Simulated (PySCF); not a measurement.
# One molecule, several mistakes: BCGeH5O

These are calculations, not measurements. The program is PySCF 2.14.0, an open-source quantum chemistry code, run on an isolated molecule that a program drew, which may never have been made. The molecule is BCGeH5O (charge 0, singlet), drawn as the SMILES string `B[O][Ge][CH3]`.

Each row is a Hartree-Fock (HF) and frozen-core CCSD(T) single point in the cc-pVDZ basis, meant for a local HF minimum. Run 1 is clean. Each other run has one planted mistake out of seven kinds, and not every kind appears here: one electron removed, one electron added, multiplicity raised by two, geometry at a saddle point, minimal basis STO-3G, one bond length entered in bohr, all coordinates scaled. The reference is restricted for singlets and unrestricted otherwise, and also for a bond in bohr. Adding or removing an electron swaps singlet and doublet. Electrons count all cores. HOMO and LUMO are orbital energies over both spins, the gradient is its largest component, and the lowest frequency (negative if imaginary) is given only where the gradient is small. Bond lengths are over the 8 bonds as drawn. T1 is the CCSD diagnostic: over 0.02 (restricted) or 0.045 (unrestricted) a single reference is doubtful. Germanium has the cc-pVDZ-PP basis, with a core potential (ECP10MDF) in place of its 10 inner electrons, and its 3s, 3p and 3d shells are frozen in CCSD(T).

Geometry of the clean run:
```xyz
9
BCGeH5O, angstrom
B    -0.7054    1.2806    1.5133
O    -0.1318    0.2831    0.8182
Ge   -0.3650   -1.5138    1.0678
C     0.8688   -2.0159   -0.4036
H    -1.4733    1.0470    2.4195
H    -0.4438    2.4205    1.2213
H     1.8585   -1.5913   -0.2039
H     0.5101   -1.5753   -1.3399
H     0.9564   -3.0982   -0.5229
```

```
run  electrons  basis functions  <S^2>  HOMO (eV)  LUMO (eV)  gradient (hartree/bohr)  lowest frequency (cm^-1)  mean bond (Å)  longest bond (Å)      T1  HF (hartree)  CCSD(T) (hartree)             mistake
  1         56               90  0.000      -9.12       0.81                  2.5e-05                        82         1.3571             1.985  0.0149    -433.75104         -434.30266            no fault
  2         57               90  0.766      -0.63       7.93                  6.6e-02                         -         1.3571             1.985  0.0198    -433.74695         -434.30952  one electron added
  3         56               90  2.013      -7.42      -0.35                  1.5e-02                         -         1.3571             1.985  0.0208    -433.69397         -434.22880                   ?
  4         56               90  0.849      -9.52       0.51                  1.8e-02                         -         1.4789             2.070  0.0583    -433.62867         -434.17446                   ?
```

**Which mistake was planted in run 3, and what did it cost?**

Electrons, basis and geometry are unchanged, and <S^2> is 2.013, beside S(S+1) = 2.00 for a multiplicity of 3. So the mistake is: multiplicity raised by two. Subtracting run 1 and multiplying by 627.51 kcal/mol a hartree, the energy moved by 35.8 kcal/mol in HF and 46.3 kcal/mol in CCSD(T).

**Which mistake was planted in run 4, and what did it cost?**

The mean bond changes by a factor of 1.090 and the longest by 1.043, so the molecule wasn't scaled as a whole. A length L in bohr read as angstrom grows by (1/0.5292 - 1) L = 0.890 L. The 8 bonds together grew by 8 x 0.1218 = 0.974 Å, which gives L = 1.095 Å. That is the length of one of the C-H bonds, 1.095 Å in the clean geometry. So the mistake is: one bond length entered in bohr. Subtracting run 1 and multiplying by 627.51 kcal/mol a hartree, the energy moved by 76.8 kcal/mol in HF and 80.4 kcal/mol in CCSD(T).

Cautions from the logs. Run 4: T1 is over the limit, so its CCSD(T) energy is less reliable.
